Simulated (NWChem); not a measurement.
System: BeH₂O; SMILES [OH][BeH]

The following NWChem deck was run.

```
start job
memory heap 200 mb stack 900 mb global 1100 mb
geometry units angstroms noautosym nocenter noautoz
  Be     0.004533    -0.854112     0.000104
  H      0.012000    -2.187218     0.000281
  O     -0.003500     0.539059    -0.000304
  H     -0.001594     1.486292     0.002728
end
basis spherical
  * library def2-tzvp
end
dft
  xc b3lyp
  iterations 150
end
property
  efieldgrad
end
task dft property
```

Structure relaxed at the PBE0/def2-SVP level.

Vzz is the largest principal value of the second derivative of the potential at the nucleus (NWChem prints the opposite sign); η is the asymmetry. Non-relativistic.

Atoms are numbered as in the input.

Predict the main results of this run. (B3LYP/def2-TZVP.) Quantities: Vzz Be1 (a.u.); η Be1; Vzz O3 (a.u.); η O3.


```json
{
  "Vzz Be1 (a.u.)": "-0.206",
  "η Be1": "0.00",
  "Vzz O3 (a.u.)": "1.342",
  "η O3": "0.00"
}
```
